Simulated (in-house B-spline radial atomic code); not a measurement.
A fraction x of an electron is removed from 2p in Si II (Si+), starting from [Ne] 3s2 3p1 and keeping the highest spin. Level of theory: scalar-relativistic (X2C) B3LYP, spin-polarised, spherical fractional occupations, Fermi nucleus of rms radius 3.1224 fm; calculated with a B-spline radial code for spherical atoms.

Caution: exact exchange at fractional occupations of open shells leaves self-interaction of up to several eV.

```json
{"x": "0", "E(x) - E(0) (eV)": "0.0000", "2p down level (eV)": "-109.492"}
{"x": "0.04", "E(x) - E(0) (eV)": "4.4011", "2p down level (eV)": "-110.564"}
{"x": "0.21", "E(x) - E(0) (eV)": "?", "2p down level (eV)": "?"}
{"x": "0.34", "E(x) - E(0) (eV)": "38.7930", "2p down level (eV)": "-118.762"}
{"x": "0.39", "E(x) - E(0) (eV)": "44.7659", "2p down level (eV)": "-120.156"}
{"x": "0.5", "E(x) - E(0) (eV)": "58.1527", "2p down level (eV)": "-123.247"}
{"x": "0.58", "E(x) - E(0) (eV)": "68.1031", "2p down level (eV)": "-125.517"}
{"x": "0.65", "E(x) - E(0) (eV)": "?", "2p down level (eV)": "?"}
{"x": "0.85", "E(x) - E(0) (eV)": "103.0402", "2p down level (eV)": "-133.310"}
{"x": "0.9", "E(x) - E(0) (eV)": "109.7423", "2p down level (eV)": "-134.775"}
{"x": "1", "E(x) - E(0) (eV)": "123.3670", "2p down level (eV)": "-137.724"}
```

Question: What belongs in the row x = 0.21?

Answer: An energy change of 23.5876 eV; 2p down at -115.175 eV.

Question: What belongs in the row x = 0.65?

Answer: An energy change of 76.9593 eV; 2p down at -127.518 eV.

Question: Check Janak's theorem between x = 0.34 and 0.39.

Answer: The slope of the energy is 119.46 eV; the orbital levels give 119.46 eV (-ε of the emptying orbital, averaged over the two points).
